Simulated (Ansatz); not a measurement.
Calculated with Ansatz (gas phase, PBE0-D4/def2-TZVP geometries, no zero-point term in ΔE). CCSD(T)/CBS adds triple-zeta CCSD(T) − MP2 to the extrapolated MP2 energy (def2 sets, frozen cores). DFT in def2-TZVPP. def2 core potentials past Kr. For In outer-core shells are correlated without core-valence functions, which leaves a few kJ/mol of doubt a bond. Each species was taken in one conformer, which may not be the lowest.

Reaction (redistribution): `CC(C)O[Si]F` + `C[N](C)[InH][SH]` → `CC(C)O[SiH]` + `C[N](C)[In]([F])[SH]`

| species | PBE0-D4 energy (Eh) |
| --- | --- |
| `CC(C)O[Si]F` | -582.87138 |
| `C[N](C)[InH][SH]` | -723.89105 |
| `CC(C)O[SiH]` | -483.57886 |
| `C[N](C)[In]([F])[SH]` | -823.12797 |

Q: Work out ΔE.

A: ΔE = (-483.57886) + (-823.12797) − (-582.87138) − (-723.89105) = 0.05560 Eh = +1.51 eV. CCSD(T)/CBS gives +1.47 eV.

Largest T1 diagnostic among the species: 0.015.

From PBE to PBE0 (25 % exact exchange), in def2-TZVPP and without D4, ΔE moves by +0.05 eV.
